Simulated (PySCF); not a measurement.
A calculated (MN15, PySCF 2.14, def2-TZVP, no relativity, point nucleus) atom or ion has these occupied shells.

```tsv
shell	electrons	orbital energy (eV)	rms radius, mean of both spins (bohr)
1s α	1	-3110.8	0.100
1s β	1	-3110.7	0.100
2s α	1	-307.67	0.458
2s β	1	-307.45	0.458
2p α	3	-248.76	0.419
2p β	3	-248.59	0.419
3s α	1	-40.040	1.50
3s β	1	-38.481	1.50
3p α	3	-25.342	1.68
3p β	2	-24.344	1.68
```

(1) Name the element and its charge.

Answers

(1) Ar⁺ (argon, charge +1), in [Ne] 3s2 3p5, 2P determinant.
